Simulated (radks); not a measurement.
The numbers below are computed, except where a source is named.
Coherent X-ray form factor from a spherical all-electron density. Code: a radial shooting solver on a logarithmic mesh with Libxc functionals. Model: scalar-relativistic Kohn-Sham, SCAN, spin-polarised, spherical densities, finite nucleus; meta-GGA in the generalised Kohn-Sham scheme; Fermi nuclear charge, rms radius of each element as measured or else 0.836 A^(1/3) + 0.57 fm.

sin(theta)/lambda (1/angstrom),f0 (electrons)
0.05,68.391
0.1,66.664
0.15,64.071
0.2,60.928
0.25,57.527
0.3,54.093
0.4,47.657
0.5,42.114
0.6,37.425
0.8,29.974
1,24.477
1.25,19.833
1.5,16.951
2,13.422

The species is in the configuration that NIST lists as its ground one. Which atom or ion scatters so?

Answer. The hafnium ion Hf3+, [Xe] 4f14 5d1. Extrapolating in s^2 from the first two rows gives f0(0) = 69.0, near the electron count 69; among species with that count, the fall with angle is slower the higher Z, and the table is that of Z = 72; from so few rows the species is fixed only to a neighbour or two.
